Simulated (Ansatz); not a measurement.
Molecule: CH3BF, net charge 0, doublet state. It need not be the lowest isomer of its formula. SMILES: C[B]F
Coordinates optimised at B3LYP-D3(BJ)/def2-TZVP (Ansatz, a program for electronic structure):
```
C
H 1 1.0889
H 1 1.0950 2 109.89
H 1 1.0974 2 107.08 3 116.55
B 1 1.5578 2 113.07 4 117.93
F 5 1.3151 1 123.06 2 155.18
```
Charge 0, spin multiplicity 2.

Parts of the frozen-core correlation energy in 6-31G (Ansatz, hartree). Frozen orbitals: 3; correlated occupied orbitals by spin: 9 and 8; virtual: 21 and 22. Open shells are spin-unrestricted. Spin-orbit coupling is left out. Non-relativistic.

```csv
term,value
reference (HF),-163.68329
MP2 opposite-spin,[?]
MP2 same-spin,-0.06006
CCSD correlation,[?]
(T),[?]
T1 diagnostic,0.015
largest doubles amplitude,0.036
<S^2> of the reference,0.752
```

Task: Fill in the missing entries.

Result: 
- MP2 opposite-spin, value: -0.18896
- CCSD correlation, value: -0.26856
- (T), value: -0.00533
